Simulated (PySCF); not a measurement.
C₄H₇BF₂.
Atom-mapped SMILES: `[F:1][B:2]([F:3])[CH2:4][CH:5]1[CH2:6][CH2:7]1`

Geometry (PBE0-D3(BJ)/def2-SVP, Å), atoms numbered from 1 in this order:
```xyz
14
C4H7BF2 angstrom
F      1.861    0.944   -1.943
B      2.010    0.765   -0.643
F      3.051    1.363   -0.089
C      1.037   -0.130    0.189
C     -0.332   -0.295   -0.426
C     -1.509   -0.681    0.418
C     -1.410    0.710   -0.142
H      1.533   -1.115    0.301
H      0.969    0.269    1.215
H     -0.322   -0.696   -1.445
H     -1.340   -0.811    1.491
H     -2.256   -1.360   -0.002
H     -1.178    1.524    0.552
H     -2.082    0.996   -0.954
```

Probes without a nucleus sit at each ring's centroid and 1 Å off its mean plane on both sides; NICS is minus the shielding there, NICSzz its component along the normal. Level: GIAO KT3/pcSseg-2 (PySCF, non-relativistic, gas phase) on the PBE0-D3(BJ)/def2-SVP geometry, one conformer.

Ring bond lengths (Å): C5–C6 1.498, C6–C7 1.502, C7–C5 1.501.

Problem. What do the NICS probes read (ppm)?

Solution. 
| ring | type | NICS(0) | NICS(1), two faces | NICS(1)zz, two faces | rms pucker (Å) | centre to ring atoms, mean (Å) |
| --- | --- | --- | --- | --- | --- | --- |
| C5–C6–C7 | 3-membered carbocycle; formal bonds all single | -43.2 | -8.7 / -8.5 | -21.6 / -23.5 | 0.00 | 0.87 |

Problem. What do they say, and how far can they be read as aromaticity?

Solution. 
- C5–C6–C7: mean NICS(1)zz -22.5 ppm, shielded. C5, C6, C7 have four or more neighbours, and the NICS criterion for π rings isn't applied. NICS(0) lies 35 ppm below the mean NICS(1).

Problem. List the ring angles.

Solution. 
- C5–C6–C7: C5 60.1°, C6 60.0°, C7 59.9°; sum 180.0° against 180° for a flat convex ring.

Problem. What are the shieldings of the ring atoms and their hydrogens in the same run (means over atoms taken as equivalent)?

Solution. 
```tsv
atoms	environment	σ isotropic (ppm)
C5	three-membered-ring carbon	173.8
C6 (×2)	three-membered-ring carbon	174.0
H10	methine hydrogen	30.50
H11 (×2)	methylene hydrogen	31.42
H12 (×2)	methylene hydrogen	30.81
```

Problem. How do the values depend on the level or the medium?

Solution. 
| level | NICS(0), C5–C6–C7 | mean NICS(1)zz, C5–C6–C7 |
| --- | --- | --- |
| KT3/pcSseg-2, gas | -43.2 | -22.5 |
| PBE0/pcSseg-1, gas | -44.1 | -22.6 |

The geometry is the same throughout.
